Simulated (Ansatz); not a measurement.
Harmonic frequencies (cm⁻¹) at PBE0-D4/def2-TZVP from Ansatz: 51, 162, 283, 364, 542, 547, 578, 701, 716, 757, 770, 1229, 1449, 1451, 1565, 1977, 3053, 3131, 3147, 3613, 3719.

Each molecule was computed in one conformer, which needn't be the lowest.

Which molecule is it?
A. `C[NH][GaH2]`
B. `[CH3][Ga]([CH3])[C]#N`
C. `[CH3][GaH][NH2]`
D. `O[Si](O)(O)[O][GaH2]`

C.
